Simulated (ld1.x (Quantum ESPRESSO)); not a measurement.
**PBEsol TM dataset for Ir (Z = 77), fully relativistic all-electron reference.**

iridium, norm-conserving Troullier–Martins (Kleinman–Bylander form), made with ld1.x (Quantum ESPRESSO) 7.5 (PBEsol, fully relativistic). Core [Xe] 4f14, reference 5d7 6s1.5 6p0.5. Waves: 6s (bound): rc 2.55 bohr; 6p (bound): rc 2.70 bohr; 5d (bound): rc 2.15 bohr. Local part: all-electron potential smoothed inside 2.20 bohr (lloc = -1). Core correction: Bessel-smoothed model core, default radius (core density twice the valence density).

Open shells are filled in proportion to 2j + 1 (rel_dist='average').

Results:

* Cutoffs needed: 40 Ry and 45 Ry (the cutoffs (Ry, on a coarse ladder) from which the occupation-weighted sum of valence levels, in a spherical-Bessel basis at the reference potential, stays within 10 and 1 mRy of its value at 400 Ry)
* Ghost test: ghost state, extra bound levels that the all-electron valence spectrum of the same l lacks: s at -13.1 eV; a true bound ghost makes a file unfit for plane-wave use (spherical-Bessel basis up to 400 Ry, 20 bohr box)
* Configuration tests: 1 of 7 tests not solved or not reliable; not counted: 5d6 6s2 6p0 (solver errors, printed error -396 eV)

Generation and tests took about 2.4 s on one core of a shared server CPU.
